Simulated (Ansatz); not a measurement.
Isolated molecules relaxed with PBE0-D4/def2-TZVP in Ansatz; ΔE leaves out vibrations. CCSD(T)/CBS adds triple-zeta CCSD(T) − MP2 to the extrapolated MP2 energy (def2 sets, frozen cores). This one scheme is used for every species. DFT in def2-TZVPP. Each species was taken in one conformer, which may not be the lowest.

`C=C=N[SiH](F)F` → `F[Si]F` + `C=C=N`  (silylene formation by 1,1-elimination)

`C=C=N[SiH](F)F`:

Cartesian coordinates in Å:
```
C -1.207 -1.361 1.269
C -0.257 -0.772 0.596
N 0.660 -0.268 -0.010
Si 0.949 1.105 -0.975
F -0.377 1.906 -1.303
F 1.534 0.597 -2.350
H -1.826 -2.106 0.789
H -1.383 -1.098 2.302
H 1.907 1.997 -0.319
```

`F[Si]F`:

Z-matrix (Å, degrees):
```
Si
F 1 1.602
F 1 1.602 2 100.6
```

`C=C=N`:

```xyz
6

C    -0.772    0.483   -0.334
C     0.292   -0.204   -0.021
N     1.296   -0.870    0.156
H    -1.743    0.007   -0.349
H    -0.691    1.535   -0.570
H     1.617   -0.952    1.118
```

```csv
level,ΔE (kJ/mol)
BHLYP-D4,236.1
BHLYP,225.8
RPA@PBE/def2-TZVPP,198.8
HF/def2-SVP,225.8
```

Question: What does CCSD(T)/CBS give? (Best estimate.)

Answer: Computed: +220.8 kJ/mol. The listed levels differ from it by 15.3, 5.0, -22.0, 5.0 kJ/mol.

Largest T1 diagnostic among the species: 0.015.

From PBE to PBE0 (25 % exact exchange), in def2-TZVPP and without D4, ΔE moves by +23.0 kJ/mol. The D4 term adds +12.9 kJ/mol with B3LYP and +7.1 kJ/mol with PBE0; it sums over pairs of atoms, weighted by their polarisabilities, and B3LYP, whose exchange is more repulsive, gets the larger term.

B3LYP here is the variant with VWN-RPA as its local correlation; programs differ in this.
